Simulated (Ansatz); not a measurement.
Start from `O[Si](F)(Cl)Br` and change one atom or group to get `O[Si](Cl)(Br)Br`.

Ansatz, PBE0-D4/def2-TZVP geometries, multiplicity 1. Each molecule was computed in one conformer, which needn't be the lowest.

Scalar relativity is left out up to krypton. Spin–orbit coupling is left out; it splits and shifts lone-pair levels of the heavy atoms by tenths of an eV.

```
                                        property  `O[Si](F)(Cl)Br`
size of the dipole moment (B3LYP/def2-TZVPP) / D              1.68
              LUMO energy (PBE0/def2-TZVPP) / eV             -0.10
  zero-point energy (PBE0-D4/def2-TZVP) / kJ/mol              53.7
           LUMO energy (ωB97M-V/def2-TZVPP) / eV              1.68
               LUMO energy (PBE/def2-TZVPP) / eV             -1.09
         HOMO–LUMO gap (ωB97M-V/def2-TZVPP) / eV             12.90
```

Task: What does the change do to each property? (Best estimate.)

Result: The calculation gave: 
```
                                        property  `O[Si](Cl)(Br)Br`  shift
size of the dipole moment (B3LYP/def2-TZVPP) / D               1.52  -0.16
              LUMO energy (PBE0/def2-TZVPP) / eV              -0.69  -0.59
  zero-point energy (PBE0-D4/def2-TZVP) / kJ/mol               49.1   -4.6
           LUMO energy (ωB97M-V/def2-TZVPP) / eV               1.27  -0.41
               LUMO energy (PBE/def2-TZVPP) / eV              -1.63  -0.54
         HOMO–LUMO gap (ωB97M-V/def2-TZVPP) / eV              12.12  -0.78
```

With PBE0 the HOMO rises by 0.35 eV and the LUMO falls by 0.59 eV, so the gap narrows by about 0.94 eV. PBE moves the HOMO by 0.31 eV and ωB97M-V by 0.37 eV. Dipoles are sizes alone; their direction can turn.

B3LYP here is the variant with VWN-RPA as its local correlation; programs differ in this.
